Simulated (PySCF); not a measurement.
# Computed records: H6NSi2, B2ClH5Si, CH4BClSi, CH5ClSi2 and others

Calculation on a computer-drawn molecule: the log of a Hartree-Fock and frozen-core CCSD(T) single point meant for a local Hartree-Fock minimum, with one planted fault or none, to be diagnosed. Offsets are logged minus clean, where the clean run is the same molecule without the fault. The reference is restricted for singlets and unrestricted otherwise, and also for a bond in bohr or an excited solution. Adding or removing an electron swaps singlet and doublet. The excited solution moves the top pair (singlet) or top alpha electron (doublet) to the lowest empty orbital. Highest occupied and lowest empty are orbital energies over both spins, largest force is the largest gradient component, triples share is (T) over the correlation energy, the T1 limit is 0.02 restricted and 0.045 unrestricted, electrons count all cores, a negative frequency is imaginary (commonest isotopes), and the dipole is about the centre of nuclear charge. Program: PySCF 2.14.0.

Common to all runs: meant charge 0; meant basis cc-pV(D+d)Z; logged SCF converged yes; possible faults no fault, one electron removed, one electron added, multiplicity raised by two, geometry at a saddle point, SCF held on an excited solution, minimal basis STO-3G, one bond length entered in bohr, all coordinates scaled.

(1) H6NSi2

Logged structure:
```xyz
9
H6NSi2
Si     2.2032     0.1403     0.4305
N      1.3981    -1.3262     0.8908
Si    -0.1731    -1.5926     1.5765
H      2.9597    -0.0667    -0.8330
H      1.1820     1.1999     0.2502
H      1.9692    -2.1516     0.8104
H     -1.0027    -2.4650     0.7121
H     -0.0805    -2.2454     2.9041
H     -0.8323    -0.2783     1.7225
```

```
meant multiplicity                   : 2
logged electrons                     : 41
logged basis functions               : 29
logged spin squared                  : 0.7519
logged highest occupied              : -5.2843 eV
logged lowest empty                  : 6.7334 eV
logged largest force                 : 0.02659 hartree/bohr
logged T1 diagnostic                 : 0.015922
logged D1 diagnostic                 : 0.091546
logged triples share                 : 0.014998
logged CC converged                  : yes
logged dipole magnitude              : 0.87342 debye
logged SCF stable within its kind    : yes
logged energy HF                     : -628.41145 hartree
logged energy CCSD(T)                : -628.57451 hartree
planted fault                        : minimal basis STO-3G
HF energy offset from clean run      : 4648 kcal/mol
CCSD(T) energy offset from clean run : 4809 kcal/mol
```

Drawn bonds:
```
atom  other atom  order
   1           2      1
   2           3      1
   1           4      1
   1           5      1
   2           6      1
   3           7      1
   3           8      1
   3           9      1
```

(2) B2ClH5Si

Logged structure:
```xyz
9
B2ClH5Si
Si    -0.3055    -0.5044    -0.9276
B     -1.2454     0.8113     0.3257
B     -0.5062     1.6268     1.6000
Cl     0.2547     3.1990     1.2776
H     -0.9733    -1.8266    -0.8150
H      1.1359    -0.6858    -0.6284
H     -0.5538     0.4038    -3.5701
H     -2.4144     1.0003     0.1133
H     -0.4325     1.2283     2.7256
```

```
meant multiplicity                   : 1
logged electrons                     : 46
logged basis functions               : 99
logged spin squared                  : 0.8441
logged highest occupied              : -9.174 eV
logged lowest empty                  : 0.45695 eV
logged largest force                 : 0.0096663 hartree/bohr
logged T1 diagnostic                 : 0.040444
logged D1 diagnostic                 : 0.18316
logged triples share                 : 0.033032
logged CC converged                  : yes
logged dipole magnitude              : 1.2614 debye
logged SCF stable within its kind    : yes
logged energy HF                     : -800.61085 hartree
logged energy CCSD(T)                : -801.07469 hartree
planted fault                        : one bond length entered in bohr, row 6 of the drawn bonds
HF energy offset from clean run      : 67.27 kcal/mol
CCSD(T) energy offset from clean run : 74.06 kcal/mol
```

Drawn bonds:
```
atom  other atom  order
   1           2      1
   2           3      1
   3           4      1
   1           5      1
   1           6      1
   1           7      1
   2           8      1
   3           9      1
```

(3) B2ClH5Si

Logged structure:
```xyz
9
B2ClH5Si
Si    -0.3055    -0.5044    -0.9276
B     -1.2454     0.8113     0.3257
B     -0.5062     1.6268     1.6000
Cl     0.2547     3.1990     1.2776
H     -0.9733    -1.8266    -0.8150
H      1.1359    -0.6858    -0.6284
H     -0.4369    -0.0238    -2.3260
H     -2.4144     1.0003     0.1133
H     -0.4325     1.2283     2.7256
```

```
meant multiplicity                : 1
logged electrons                  : 46
logged basis functions            : 99
logged spin squared               : 0
logged highest occupied           : -5.7955 eV
logged lowest empty               : -3.5911 eV
logged largest force              : 0.079361 hartree/bohr
logged CC converged               : no
logged dipole magnitude           : 2.2836 debye
logged SCF stable within its kind : no
logged energy HF                  : -800.34781 hartree
planted fault                     : SCF held on an excited solution
HF energy offset from clean run   : 232.3 kcal/mol
```

Drawn bonds:
```
atom  other atom  order
   1           2      1
   2           3      1
   3           4      1
   1           5      1
   1           6      1
   1           7      1
   2           8      1
   3           9      1
```

Notes: CCSD not converged.

(4) CH4BClSi

Logged structure:
```xyz
8
CH4BClSi
Si     0.4766     0.9051     1.6081
C     -0.4485     2.4252     1.0882
B     -0.4809     2.8287    -0.2295
Cl    -0.4933     3.2869    -1.8626
H     -0.4216    -0.0943     2.2362
H      1.1069     0.2860     0.4157
H      1.5417     1.2218     2.5906
H     -0.9733     3.0048     1.8431
```

```
meant multiplicity                   : 1
logged electrons                     : 46
logged basis functions               : 94
logged spin squared                  : 2.0167
logged highest occupied              : -6.0979 eV
logged lowest empty                  : 0.14672 eV
logged largest force                 : 0.10428 hartree/bohr
logged T1 diagnostic                 : 0.0171
logged D1 diagnostic                 : 0.074467
logged triples share                 : 0.027829
logged CC converged                  : yes
logged dipole magnitude              : 1.322 debye
logged SCF stable within its kind    : yes
logged energy HF                     : -813.21847 hartree
logged energy CCSD(T)                : -813.70242 hartree
planted fault                        : multiplicity raised by two
HF energy offset from clean run      : 63.03 kcal/mol
CCSD(T) energy offset from clean run : 82.03 kcal/mol
```

Drawn bonds:
```
atom  other atom  order
   1           2      1
   2           3      2
   3           4      1
   1           5      1
   1           6      1
   1           7      1
   2           8      1
```

(5) CH5ClSi2

Logged structure:
```xyz
9
CH5ClSi2
Si     1.8099     3.0520    -0.0258
C      2.0005     1.3469    -0.7296
Si     3.0023     0.0835    -0.2453
Cl     4.3113     0.1517     1.3196
H      0.4158     3.2916     0.4238
H      2.1268     4.0876    -1.0407
H      2.7159     3.2338     1.1315
H      1.3809     1.0934    -1.5901
H      3.0789    -1.2370    -0.8723
```

```
meant multiplicity                   : 1
logged electrons                     : 56
logged basis functions               : 37
logged spin squared                  : 0
logged highest occupied              : -6.414 eV
logged lowest empty                  : 6.5597 eV
logged largest force                 : 0.036732 hartree/bohr
logged T1 diagnostic                 : 0.01098
logged D1 diagnostic                 : 0.048925
logged triples share                 : 0.013722
logged CC converged                  : yes
logged dipole magnitude              : 2.4801 debye
logged SCF stable within its kind    : yes
logged energy HF                     : -1066.07118 hartree
logged energy CCSD(T)                : -1066.28225 hartree
planted fault                        : minimal basis STO-3G
HF energy offset from clean run      : 7584 kcal/mol
CCSD(T) energy offset from clean run : 7793 kcal/mol
```

Drawn bonds:
```
atom  other atom  order
   1           2      1
   2           3      2
   3           4      1
   1           5      1
   1           6      1
   1           7      1
   2           8      1
   3           9      1
```

(6) CH8Si3

Logged structure:
```xyz
12
CH8Si3
Si    -0.0377    -0.1052     0.8073
C     -1.3134     0.7913    -0.1941
Si    -1.1535     1.2816    -1.8175
Si     0.7570     0.9230    -3.1627
H      1.1724    -0.3342    -0.0239
H     -0.5282    -1.4244     1.2797
H      0.3678     0.6664     2.0091
H     -2.2542     1.0260     0.3018
H     -2.2648     1.9915    -2.4876
H      0.4861     1.5061    -4.4976
H      1.9370     1.5876    -2.5689
H      1.0218    -0.5248    -3.3061
```

```
meant multiplicity                   : 1
logged electrons                     : 55
logged basis functions               : 123
logged spin squared                  : 0.7571
logged highest occupied              : -16.352 eV
logged lowest empty                  : -6.2899 eV
logged largest force                 : 0.065937 hartree/bohr
logged T1 diagnostic                 : 0.018622
logged D1 diagnostic                 : 0.083218
logged triples share                 : 0.027112
logged CC converged                  : yes
logged dipole magnitude              : 3.297 debye
logged SCF stable within its kind    : yes
logged energy HF                     : -909.01513 hartree
logged energy CCSD(T)                : -909.49768 hartree
planted fault                        : one electron removed
HF energy offset from clean run      : 166.7 kcal/mol
CCSD(T) energy offset from clean run : 197.3 kcal/mol
```

Drawn bonds:
```
atom  other atom  order
   1           2      1
   2           3      2
   3           4      1
   1           5      1
   1           6      1
   1           7      1
   2           8      1
   3           9      1
   4          10      1
   4          11      1
   4          12      1
```
